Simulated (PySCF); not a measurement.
Si(H)2(Me)(OMe) (C₂H₈OSi), SMILES C[SiH2]OC. Heavy atoms are numbered as in [SiH2:1]([CH3:2])[O:3][CH3:4]. Hydrogens are named by the atom that carries them.

Geometry optimised at PBE0-D3(BJ)/def2-SVP. Other conformers were not sampled.

Calculation: PBE0/pcSseg-1 run with PySCF.

GIAO shieldings, no solvent; atoms alike by connectivity are averaged. δ = σ(ref) − σ: ²⁹Si against TMS (σ = 352.7 ppm); ¹³C against TMS (σ = 186.3 ppm); ¹⁷O against H2O (σ = 334.2 ppm); ¹H against TMS (σ = 31.56 ppm), references at their B3LYP-D3(BJ)/def2-TZVP geometries, non-relativistic.

```
nucleus       atoms  count  δ (ppm)
-------  ----------  -----  -------
²⁹Si     Si1 (SiH2)      1     -6.3
¹³C        C4 (CH3)      1     55.9
¹³C        C2 (CH3)      1     -1.7
¹⁷O              O3      1      2.0
¹H         H on Si1      2     5.08
¹H          H on C4      3     3.89
¹H          H on C2      3     0.58
```
